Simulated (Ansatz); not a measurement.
Two isomers of CH5GeNO: A = `[NH2][GeH]1[CH2][O]1`, B = `O[CH]1[NH][GeH2]1`.

Program: Ansatz. Geometries: PBE0-D4/def2-TZVP. ΔE: electronic, gas phase. CCSD(T)/CBS is the MP2 limit (def2-TZVPP, def2-QZVPP) plus CCSD(T) − MP2 in def2-TZVPP, frozen cores. Functionals use def2-TZVPP. B3LYP here is the variant with VWN-RPA as its local correlation; programs differ in this. For Ge outer-core shells are correlated without core-valence functions, which leaves a few kJ/mol of doubt a bond. Scalar relativity is left out up to krypton. One conformer a species, not always the lowest.

Problem. Which isomer does CCSD(T)/CBS put lower? Give the gap. (Best estimate.)

Solution. Ansatz gave: A, by 27.8 kcal/mol.

Problem. Give E(B) − E(A) in kcal/mol with CCSD(T)/def2-TZVPP, PBE-D4, B3LYP, CCSD/def2-TZVPP, HF/def2-TZVPP, ωB97M-V, B3LYP-D4. (Estimate.)

Solution. Ansatz gave: CCSD(T)/def2-TZVPP 27.5, PBE-D4 20.1, B3LYP 20.1, CCSD/def2-TZVPP 27.7, HF/def2-TZVPP 22.2, ωB97M-V 22.7, B3LYP-D4 19.4. None reverses the order clearly.

Largest T1 diagnostic: 0.014.

From PBE to PBE0 (25 % exact exchange), in def2-TZVPP and without D4, E(B) − E(A) moves by +3.1 kcal/mol. In def2-TZVPP, CCSD(T) changes the Hartree–Fock value by +5.3 kcal/mol (the triples alone add −0.2 kcal/mol) and MP2 by +9.5 kcal/mol.
